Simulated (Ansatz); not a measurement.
Consider the homolysis of the Al–N bond: `C[N](C)[AlH][NH2]` → `[NH2][AlH]`• + `C[N]C`•.

Computed with Ansatz on PBE0-D4/def2-TZVP structures; ΔE is electronic, products minus reactants. CBS: MP2 limit from def2 TZ/QZ plus the TZ coupled-cluster correction, frozen cores. DFT in def2-TZVPP. Open shells (•) are unrestricted, without spin–orbit coupling. Each species was taken in one conformer, which may not be the lowest.

`C[N](C)[AlH][NH2]`:

Cartesian coordinates in Å:
```
C -0.258 1.465 -0.126
N 0.299 0.153 -0.329
C 1.329 0.143 -1.336
Al -0.204 -1.310 0.542
N -1.483 -1.233 1.763
H -1.033 1.449 0.644
H -0.713 1.863 -1.045
H 0.508 2.188 0.193
H 1.734 -0.864 -1.467
H 2.166 0.807 -1.071
H 0.949 0.478 -2.313
H 0.504 -2.684 0.216
H -2.002 -0.419 2.048
H -1.796 -2.038 2.281
```

`[NH2][AlH]`•:

```xyz
5

N     0.236    0.018    0.641
Al    0.166    0.524   -1.057
H     0.855    0.398    1.339
H    -0.346   -0.700    1.045
H    -0.910   -0.240   -1.968
```

`C[N]C`•:

Z-matrix (Å, degrees):
```
C
N 1 1.427
H 1 1.091 2 110.8
H 1 1.102 2 111.2 3 121.0
H 1 1.102 2 111.2 3 -121.0
C 2 1.427 1 111.8 3 -179.9
H 6 1.102 2 111.1 1 59.7
H 6 1.091 2 110.8 1 -179.4
H 6 1.102 2 111.3 1 -58.3
```

What is ΔE at CCSD(T)/CBS? (An estimate is asked.)

The calculation gave: +4.29 eV.

What do these levels give: LDA (SPW92), BHLYP-D4, CAM-B3LYP-D4, B2PLYP, PBE-QIDH, r2SCAN, RPA@PBE/def2-TZVPP, CCSD(T)/def2-SVP, CCSD(T)/def2-TZVPP, MP2/def2-QZVPP, SCS-MP2/def2-QZVPP, HF/CBS(def2)? (Estimate.)

The calculation gave: LDA (SPW92) 4.52, BHLYP-D4 3.99, CAM-B3LYP-D4 4.09, B2PLYP 4.06, PBE-QIDH 4.14, r2SCAN 3.84, RPA@PBE/def2-TZVPP 3.99, CCSD(T)/def2-SVP 4.10, CCSD(T)/def2-TZVPP 4.17, MP2/def2-QZVPP 4.52, SCS-MP2/def2-QZVPP 4.45, HF/CBS(def2) 2.92 eV.

Largest T1 diagnostic among the species: 0.015.

In def2-TZVPP, CCSD(T) changes the Hartree–Fock value by +1.26 eV (the triples alone add +0.09 eV) and MP2 by +1.54 eV; breaking electron pairs costs correlation energy, which Hartree–Fock lacks. From BLYP to BHLYP (50 % exact exchange), in def2-TZVPP and without D4, ΔE moves by +0.15 eV.
